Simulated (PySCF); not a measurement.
Stepwise substitution at one centre (B F-SH). All species are isolated molecules in the gas phase. One relaxed conformer stands for each flexible species; it need not be the lowest. Strings in code marks are SMILES.

The brightest of the four lowest singlets (TDA) from two functionals at the same geometries (B3LYP-D3(BJ)/def2-TZVP), both in PySCF: PBE-D3(BJ)/def2-TZVP and B3LYP-D3(BJ)/def2-TZVP. B3LYP has the VWN-RPA correlation part, as in Gaussian. Excitations are Tamm–Dancoff values on a coarser integration grid. The basis has no diffuse functions, so Rydberg states are missing or too high.

| species | PBE-D3(BJ)/def2-TZVP (eV) | B3LYP-D3(BJ)/def2-TZVP (eV) |
|---|---|---|
| 1 of 3 F replaced by SH (`FB(F)S` (F–B–S–H torsion 0°)) | 7.17 | 7.45 |
| 2 of 3 F replaced by SH (`FB(S)S` (S–B–S–H torsion -180°, S–B–S–H torsion 180°)) | 6.11 | 6.40 |
| 3 of 3 F replaced by SH (`SB(S)S`) | 5.63 | 5.94 |

Over these rows, drawn at random from the members with no instability flagged (it was tested for open shells, ions and some series alone), PBE minus B3LYP-D3(BJ): mean -0.29 eV, from -0.31 eV to -0.27 eV.
